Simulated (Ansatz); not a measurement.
Basis-set series for B2H6OSi (`BB[SiH2]O`). Total charge 0; spin multiplicity 1. The geometry is a stationary point of PBE0-D4/def2-TZVP. It is one conformer, not always the lowest.

```json
{"functional": "PBE0-D4", "basis": "def2-SVP", "functions": "90", "energy (Eh)": "-417.52835", "HOMO (eV)": "-7.30", "LUMO (eV)": "-0.59"}
{"functional": "PBE0-D4", "basis": "def2-TZVPP", "functions": "219", "energy (Eh)": "-417.79032", "HOMO (eV)": "-7.34", "LUMO (eV)": "-0.71"}
{"functional": "ωB97M-V", "basis": "def2-SVP", "functions": "90", "energy (Eh)": "-417.71025", "HOMO (eV)": "-9.39", "LUMO (eV)": "1.45"}
{"functional": "ωB97M-V", "basis": "def2-TZVPP", "functions": "219", "energy (Eh)": "-417.98001", "HOMO (eV)": "-9.46", "LUMO (eV)": "1.21"}
```

**Question.** Give the rows for def2-QZVPP. (An estimate is asked.)

**Answer.** Computed: 
```tsv
functional	basis	functions	energy (Eh)	HOMO (eV)	LUMO (eV)
PBE0-D4	def2-QZVPP	421	-417.80864	-7.35	-0.75
ωB97M-V	def2-QZVPP	421	-417.99697	-9.46	1.04
```

Positive LUMOs are unbound and depend on the basis.
